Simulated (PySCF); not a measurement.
C2H4BNO.

```xyz
9

B     -0.6165    -1.1859     0.0000
H     -1.8018    -1.4317     0.0000
C      0.4383    -2.3415     0.0000
H      0.2671    -2.9934    -0.8765
H      1.4865    -2.0090     0.0000
H      0.2671    -2.9934     0.8765
N     -0.2400     0.1804     0.0000
C     -0.0039     1.3557     0.0000
O      0.2421     2.5011     0.0000
```

The structure is a stationary point at B3LYP-D3(BJ)/def2-SVP. The values are those of a single conformer.

Level of theory: KT2/pcSseg-1 in PySCF. Non-relativistic, no solvent.

Q: Give the absolute GIAO shielding of each atom: isotropic value and principal components (ppm). (An estimate is asked for; the answer gives what the named calculation found.)

A: 
```csv
atom,σ(iso),σ11,σ22,σ33,span
B1,50.9,-21.3,60.2,113.7,135.0
H2,25.4,24.3,24.6,27.3,3.1
C3,168.9,139.9,178.5,188.2,48.3
H4,30.2,27.3,28.0,35.4,8.1
H5,30.4,27.0,29.4,34.8,7.9
H6,30.2,27.3,28.0,35.4,8.1
N7,162.3,77.3,155.1,254.4,177.1
C8,54.0,-29.5,-28.3,219.9,249.4
O9,140.0,71.5,141.1,207.2,135.7
```
